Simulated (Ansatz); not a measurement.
CH7ClO2Si2 (`O[SiH2]C[SiH](O)Cl`): the same geometry under several functionals.

```yaml
crystal:
  periodic: [false, false, false]
  atoms:
    - {symbol: O, position_ang: [-1.146691, 0.881769, 1.178135]}
    - {symbol: Si, position_ang: [0.426369, 1.216808, 0.743599]}
    - {symbol: C, position_ang: [1.072509, -0.358000, -0.003067]}
    - {symbol: Si, position_ang: [-0.159005, -1.228922, -1.094019]}
    - {symbol: O, position_ang: [-1.526522, -1.559763, -0.273769]}
    - {symbol: Cl, position_ang: [-0.525719, 0.022527, -2.697428]}
    - {symbol: H, position_ang: [-1.673819, 1.593606, 1.543329]}
    - {symbol: H, position_ang: [1.203300, 1.616229, 1.948877]}
    - {symbol: H, position_ang: [0.462423, 2.339648, -0.228442]}
    - {symbol: H, position_ang: [1.355200, -1.047896, 0.800113]}
    - {symbol: H, position_ang: [1.975834, -0.130563, -0.578859]}
    - {symbol: H, position_ang: [0.335755, -2.501965, -1.654129]}
    - {symbol: H, position_ang: [-1.799633, -0.843478, 0.315630]}
basis:
  gaussian: {orbitals: def2-TZVPP}
hamiltonian: {xc: r2scan, dispersion: d4}
output: {forces: true, orbitals: {seedname: orbitals}}
```

```sh
$ ansatz run in.yaml --threads 2 --pin off --events-out ev --progress --plain --max-ram 32768MiB --backend cuda --devices 0, --max-vram 18GiB
```

It prints (some lines left out):

```
Functional definition: r2SCAN
1765 factors; their error is unknown
mean field evaluation 1: about -33511.1727 eV, gradient 9.3e1 eV
mean field evaluation 2: about -33477.6840 eV, gradient 1.6e2 eV
mean field evaluation 4: about -33526.1173 eV, gradient 1.1e1 eV
mean field evaluation 8: about -33526.3728 eV, gradient 3.4e-1 eV
mean field evaluation 16: about -33526.3266 eV, gradient 4.5e-3 eV
mean field -33526.32655447 eV, -1232.0697759165 hartree, gradient 1.3e-5 eV, S^2 0.000000; 0 other end points of the search recorded, 0 dependent functions left out
reference -33526.32656801 eV, -1232.0697764141 hartree; 37, 37 occupied and 280, 280 virtual orbitals, 1765 factors
Total energy: -33526.42077963 eV, -1232.0732386274 hartree
Atom 0 at    -1.146691     0.881769     1.178135 Å, force    -0.029414    -0.037921    -0.006284 eV/Å
Atom 1 at     0.426369     1.216808     0.743599 Å, force     0.049636     0.036787    -0.004471 eV/Å
Atom 2 at     1.072509    -0.358000    -0.003067 Å, force     0.007411     0.004737    -0.000890 eV/Å
Atom 3 at    -0.159005    -1.228922    -1.094019 Å, force     0.061388    -0.030144    -0.001819 eV/Å
Atom 4 at    -1.526522    -1.559763    -0.273769 Å, force    -0.048939    -0.028424     0.030722 eV/Å
Atom 5 at    -0.525719     0.022527    -2.697428 Å, force    -0.014932     0.042159    -0.063294 eV/Å
Atom 6 at    -1.673819     1.593606     1.543329 Å, force    -0.020227     0.025315     0.018605 eV/Å
Atom 7 at     1.203300     1.616229     1.948877 Å, force    -0.007628    -0.003237    -0.021404 eV/Å
Atom 8 at     0.462423     2.339648    -0.228442 Å, force     0.008038    -0.017694     0.014398 eV/Å
Atom 9 at     1.355200    -1.047896     0.800113 Å, force     0.013615     0.005067    -0.005174 eV/Å
Atom 10 at     1.975834    -0.130563    -0.578859 Å, force     0.003032    -0.011591     0.017925 eV/Å
Atom 11 at     0.335755    -2.501965    -1.654129 Å, force    -0.012525     0.017968     0.017586 eV/Å
Atom 12 at    -1.799633    -0.843478     0.315630 Å, force    -0.009454    -0.003023     0.004100 eV/Å
Dipole moment:     0.177294     0.343528     0.510757 e Å
```

Hardware: 2 threads of an AMD EPYC 7R13 on a shared host and a share of an NVIDIA H100 80 GB. Wall time 6.5 s, peak host memory 0.86 GiB.

Changing it to `hamiltonian: {xc: {name: wB97X-V}}` and no forces (abridged; 8 s):

```
Functional definition: wB97X-V
mean field evaluation 16: about -33525.2230 eV, gradient 1.9e-4 eV
mean field -33525.22302581 eV, -1232.0292219860 hartree, gradient 6.1e-5 eV, S^2 0.000000
Total energy: -33525.22302352 eV, -1232.0292219020 hartree
```

The same input with `hamiltonian: {xc: {name: wB97M-V}}` (abridged; 14 s):

```
Functional definition: wB97M-V
mean field evaluation 16: about -33527.6405 eV, gradient 3.3e-4 eV
mean field -33527.64054375 eV, -1232.1180641319 hartree, gradient 2.1e-5 eV, S^2 0.000000
Total energy: -33527.64059931 eV, -1232.1180661737 hartree
Atom 0 force    -0.094140     0.024875     0.026170 eV/Å
Atom 1 force     0.220540     0.148242    -0.015987 eV/Å
Atom 2 force     0.013791    -0.018672     0.007977 eV/Å
Atom 3 force     0.195987    -0.168769    -0.059122 eV/Å
Atom 4 force    -0.083456     0.053381     0.083794 eV/Å
Atom 5 force    -0.011213     0.043427    -0.026137 eV/Å
Atom 6 force    -0.003069    -0.030325    -0.003877 eV/Å
Atom 7 force    -0.090453    -0.044308    -0.139060 eV/Å
Atom 8 force    -0.007209    -0.125278     0.106088 eV/Å
Atom 9 force    -0.015831     0.048559    -0.052449 eV/Å
Atom 10 force    -0.056483    -0.017734     0.032858 eV/Å
Atom 11 force    -0.057172     0.152881     0.068321 eV/Å
Atom 12 force    -0.011293    -0.066277    -0.028577 eV/Å
Dipole moment:     0.187369     0.356079     0.508462 e Å
```
